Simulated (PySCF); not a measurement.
**Orbital picture of NbP**

PBE at R = 2.136 Å; Nb def2-TZVPP with ECP28, P def2-TZVPP; scalar-relativistic core potentials (PySCF 2.14). State: ³Δ (triplet), unpaired electrons σ ↑, δ ↑. Only the outer orbitals are listed, counted within each symmetry, core potentials removing the inner ones.

```tsv
spin	orbital	occ.	ε (eV)	on Nb (%)	main shells (%)
α	6σ	1	-12.39	12	88 P s
α	7σ	1	-5.66	42	53 P p, 34 Nb d
α	3π	1	-5.61	56	54 Nb d, 43 P p
α	3π	1	-5.61	56	54 Nb d, 43 P p
α	1δ	1	-4.79	100	100 Nb d
α	8σ	1	-4.76	96	66 Nb s, 27 Nb d
α	1δ	0	-4.13	100	100 Nb d
α	4π	0	-2.81	68	34 Nb p, 33 Nb d, 32 P p
α	4π	0	-2.81	68	34 Nb p, 33 Nb d, 32 P p
β	6σ	1	-12.63	9	91 P s
β	7σ	1	-5.50	33	64 P p, 24 Nb d
β	3π	1	-5.43	38	61 P p, 35 Nb d
β	3π	1	-5.43	38	61 P p, 35 Nb d
β	8σ	0	-3.27	100	72 Nb s, 26 Nb d
β	1δ	0	-3.15	99	99 Nb d
β	1δ	0	-2.55	99	99 Nb d
```

Task: Which are the highest filled and the lowest empty level, where do they sit, and how wide is the gap?

Result: Highest filled α 8σ at -4.76 eV (in %: 66 Nb s, 27 Nb d); lowest empty α 1δ at -4.13 eV (in %: 100 Nb d); the gap at PBE is 0.63 eV.

| Quantity | Value |
| --- | --- |
| bond order (Mayer) | 3.09 |
| ⟨S²⟩ | 2.073 |
| charge on Nb (Mulliken, basis-dependent) | 0.28 |
| charge on Nb (Löwdin, basis-dependent) | -0.23 |
| dipole moment (positive dipole means Nb(−)P(+)) | -3.80 D |
| polarisability along the bond | 120.4 bohr³ |
| polarisability across the bond | 85.2 bohr³ |

Spin–orbit coupling is left out. The state is the lowest single determinant that the PBE0 search found; with open d or f shells the true ground state can be another one.
